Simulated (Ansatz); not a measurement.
Geometry optimisation, DFT PBE-D3(BJ), scalar-relativistic, plane waves, PAW (Ansatz).

The input (input.yaml):

```yaml
crystal:
  lattice:
    - [0.0, 5.43, 5.43]
    - [5.43, 0.0, 5.43]
    - [5.43, 5.43, 0.0]
  atoms:
    - { symbol: Si, position: [0.0, 0.0, 0.0] }
    - { symbol: Si, position: [0.125, 0.125, 0.125] }
    - { symbol: Si, position: [0.0, 0.0, 0.5] }
    - { symbol: Si, position: [0.125, 0.125, 0.625] }
    - { symbol: Si, position: [0.0, 0.5, 0.0] }
    - { symbol: Si, position: [0.125, 0.625, 0.125] }
    - { symbol: Si, position: [0.0, 0.5, 0.5] }
    - { symbol: Si, position: [0.125, 0.625, 0.625] }
    - { symbol: Si, position: [0.5, 0.0, 0.0] }
    - { symbol: Si, position: [0.625, 0.125, 0.125] }
    - { symbol: Si, position: [0.5, 0.0, 0.5] }
    - { symbol: Si, position: [0.625, 0.125, 0.625] }
    - { symbol: Si, position: [0.5, 0.5, 0.0] }
    - { symbol: Si, position: [0.625, 0.625, 0.125] }
    - { symbol: Si, position: [0.5, 0.5, 0.5] }
    - { symbol: Si, position: [0.625, 0.625, 0.625] }
    - { symbol: Si, position: [0.24683981, 0.25474718, 0.24959824] }
basis:
  ecutwfc: 420.0
kpoints:
  mp_grid: { grid: [2, 2, 2] }
hamiltonian:
  xc: pbe
  dispersion: d3bj
  pseudopotentials: { kind: paw, azcp: { folder: soft_1 } }
scf:
  occupations: { method: gaussian, width: 0.02 }
  lower_state_search: "off"
relax:
  f_tol: 0.03
  max_steps: 60
  adjacent_minimum: "off"
```

Command:

```bash
$ ansatz run input.yaml --threads 1 --pin off --max-ram 3072MiB --backend cpu --events-out ev --progress --plain --runs-dir out
```

Task: Where does it end, and by what steps?

Result: The forces met the threshold. The force dipped under the threshold on the way, but the program's further checks kept it going. Limits of this set-up: a small cell, in which the defect meets its images. After 3 steps the energy has fallen by 0.124 eV; Si6 moved furthest, 0.05 Å.

| step | energy less start (eV) | largest force component (eV/Å) | accepted |
| --- | --- | --- | --- |
| 0 | 0.0000 | 0.628 | yes |
| 1 | -0.1113 | 0.214 | yes |
| 2 | -0.1241 | 0.013 | yes |
| 3 | -0.1241 | 0.013 | yes |

```xyz
17
Lattice="0.0000 5.4300 5.4300 5.4300 0.0000 5.4300 5.4300 5.4300 0.0000" Properties=species:S:1:pos:R:3
Si 0.005 -0.004 0.002
Si 1.336 1.334 1.335
Si 2.715 2.715 -0.032
Si 4.096 4.095 1.335
Si 2.716 -0.034 2.717
Si 4.100 1.331 4.099
Si 5.464 2.714 2.716
Si 6.783 4.077 4.078
Si -0.032 2.715 2.714
Si 1.337 4.093 4.094
Si 2.716 5.462 2.714
Si 4.076 6.784 4.076
Si 2.717 2.713 5.463
Si 4.078 4.076 6.783
Si 5.429 5.430 5.430
Si 6.784 6.782 6.783
Si 2.720 2.711 2.717
```

The run took 19 s on 1 thread of Arm Neoverse V2 (shared host), peak memory 0.49 GiB.
